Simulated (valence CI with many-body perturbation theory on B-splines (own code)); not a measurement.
Values are calculated unless marked as measured or tabulated.
# Bi33+: what each term of the Hamiltonian does

Method: configuration interaction combined with many-body perturbation theory (CI+MBPT): four valence electrons over a frozen Dirac-Fock core [Kr] 4d10, radial functions for each j: 8 s, 8 p, 9 d, 9 f, 6 g, 3 h, 2 i, with the one-electron correlation potential Σ1 (screened to all orders), the two-electron term Σ2, the three-electron term Σ3, Breit, model QED; selected single and double excitations, second order for the rest, scaled by the run's own slope (own B-spline code, finite nucleus).

No measured spectrum was set against this ion. As an estimate, large intervals hold to a few tenths of a per cent, small ones and those within an open d or f shell to about a per cent. Core correlation moves these levels by up to 5500 cm⁻¹, and in measured spectra 5 to 20 % of such shifts remained as error; rates that hang on mixing are uncertain with them. Only levels of the ground parity were solved; by the run's estimate the other parity begins above the list, which can be wrong where configurations are misplaced.

Each rung adds one term. CI alone is the Dirac-Coulomb CI over the frozen core; QED comes last and gives the full result, which names the levels. Energies are above (4f5/2^4) J=4 on the same rung, in cm⁻¹. A blank means that the level has no clear partner on that rung.

Levels are named by their leading jj configuration (3d3/2^4 stands for four electrons in 3d with j = 3/2), which in mixed levels can hold well under half, so a name can repeat and another be missing. Letters in brackets count levels of one name in rising energy.

| Level | CI alone |
| --- | --- |
| (4f5/2^3 4f7/2) J=5 [a] | 38604 |
| (4f5/2^4) J=2 | 42280 |
| (4f5/2^3 4f7/2) J=6 [a] | 63906 |
| (4f5/2^3 4f7/2) J=4 [a] | 68760 |
| (4f5/2^3 4f7/2) J=1 [a] | 70774 |
| (4f5/2^3 4f7/2) J=7 | 77756 |
| (4f5/2^3 4f7/2) J=3 [a] | 81695 |
| (4f5/2^3 4f7/2) J=8 | 87007 |
| (4f5/2^3 4f7/2) J=2 [a] | 85320 |
| (4f5/2^3 4f7/2) J=3 [b] | 89121 |
| (4f5/2^3 4f7/2) J=2 [b] | 92460 |
| (4f5/2^3 4f7/2) J=5 [b] | 105803 |
| (4f5/2^2 4f7/2^2) J=6 [a] | 107106 |
| (4f5/2^4) J=0 | 113170 |
| (4f5/2^2 4f7/2^2) J=7 [a] | 117163 |
| (4f5/2^2 4f7/2^2) J=4 [a] | 117131 |

(1) What do these energies become with core correlation, Breit and QED?

(2) How does the ionisation energy move along the ladder, and which term matters most?

Answers

(1) (4f5/2^3 4f7/2) J=5 [a] 38766 (+162); (4f5/2^4) J=2 40757 (-1523); (4f5/2^3 4f7/2) J=6 [a] 62784 (-1122); (4f5/2^3 4f7/2) J=4 [a] 67863 (-897); (4f5/2^3 4f7/2) J=1 [a] 70569 (-205); (4f5/2^3 4f7/2) J=7 75064 (-2692); (4f5/2^3 4f7/2) J=3 [a] 80679 (-1016); (4f5/2^3 4f7/2) J=8 83161 (-3846); (4f5/2^3 4f7/2) J=2 [a] 83513 (-1807); (4f5/2^3 4f7/2) J=3 [b] 87413 (-1708); (4f5/2^3 4f7/2) J=2 [b] 90321 (-2139); (4f5/2^3 4f7/2) J=5 [b] 103273 (-2529); (4f5/2^2 4f7/2^2) J=6 [a] 106065 (-1041); (4f5/2^4) J=0 109933 (-3237); (4f5/2^2 4f7/2^2) J=7 [a] 115133 (-2029); (4f5/2^2 4f7/2^2) J=4 [a] 115212 (-1919).

(2) CI alone 1277.1, + Σ1 1280.8, + Σ2 1290.6, + Σ3 1290.7, + Breit 1290.4, + QED 1290.4 eV. The largest step is Σ2, 9.9 eV. NIST lists 1310 ± 70 eV (theoretical).
